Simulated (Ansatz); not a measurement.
Consider the hydrogen abstraction from the Sn–H bond: `C[S][SnH3]` + `[OH]`• → `C[S][SnH2]`• + H₂O.

Calculated with Ansatz (gas phase, PBE0-D4/def2-TZVP geometries, no zero-point term in ΔE). CCSD(T)/CBS adds triple-zeta CCSD(T) − MP2 to the extrapolated MP2 energy (def2 sets, frozen cores). This one scheme is used for every species. DFT in def2-TZVPP. No spin–orbit coupling; open shells (•) take unrestricted orbitals. Elements past krypton have def2 core potentials. For Sn outer-core shells are correlated without core-valence functions, which leaves a few kJ/mol of doubt a bond.

Problem. Is it downhill or uphill in electronic energy at CCSD(T)/CBS, and by how much? (Best estimate.)

Solution. The calculation gave: Downhill: ΔE = -200.1 kJ/mol.

Problem. What do these levels give: B97M-V, BHLYP-D4, r2SCANh, MP2/def2-SVP, CCSD(T)/def2-SVP, MP2/def2-TZVPP? (An estimate is asked.)

Solution. Computed: B97M-V -184.1, BHLYP-D4 -175.0, r2SCANh -197.1, MP2/def2-SVP -197.1, CCSD(T)/def2-SVP -177.3, MP2/def2-TZVPP -214.6 kJ/mol.

Largest T1 diagnostic among the species: 0.016.

From PBE to PBE0 (25 % exact exchange), in def2-TZVPP and without D4, ΔE moves by +20.9 kJ/mol. In def2-TZVPP, CCSD(T) changes the Hartree–Fock value by −72.6 kJ/mol (the triples alone add −6.7 kJ/mol) and MP2 by −96.4 kJ/mol.
